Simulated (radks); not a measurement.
Problem. Excited configurations of Os+: one electron is placed in a higher orbital outside [Xe] 4f14 5d6. The ground configuration is [Xe] 4f14 5d6 6s1. Calculated with a radial shooting solver on a logarithmic mesh with Libxc functionals: scalar-relativistic Kohn-Sham, PBE, spin-unpolarised, spherical densities, finite nucleus; Fermi nuclear charge, rms radius 5.4126 fm. Excitation = E - E(ground); binding = E(ion) - E, where the ion is the core of charge +2; n* = 2/sqrt(2 binding) in atomic units, and the quantum defect is n - n*.

outer orbital  excitation (eV)  binding (eV)     n*  quantum defect  eigenvalue (eV)  <r> (bohr)
5f                      13.342         3.567  3.906           1.094           -2.494       8.426
6d                      11.429         5.480  3.151           2.849           -3.975       6.245
6f                      14.470         2.439  4.724           1.276           -1.820       14.26
7s                      10.205         6.703  2.849           4.151           -5.275       6.352
7p                      11.771         5.138  3.255           3.745           -4.013       7.850
7d                      13.604         3.305  4.058           2.942           -2.540       11.49
7f                      15.166         1.742  5.589           1.411           -1.359       21.51

Estimate the row for 6p.

Solution. excitation (eV) 6.139; binding (eV) 10.770; n* 2.248; quantum defect 3.752; eigenvalue (eV) -7.893; <r> (bohr) 3.653. The Delta-SCF ionisation energy is 16.909 eV (NIST Atomic Spectra Database: 17 eV, semi-empirical). Self-interaction in the functional shifts the binding energies and quantum defects, so they are the method's values and not measured ones. Spin polarisation and multiplet splitting are left out, so open shells lie too high by an amount that depends on their filling. Spin-orbit splitting is averaged out at the scalar-relativistic level.

Beside tabulated values, note that spin-unpolarised runs miss the spin-polarisation part of the exchange energy of open shells.
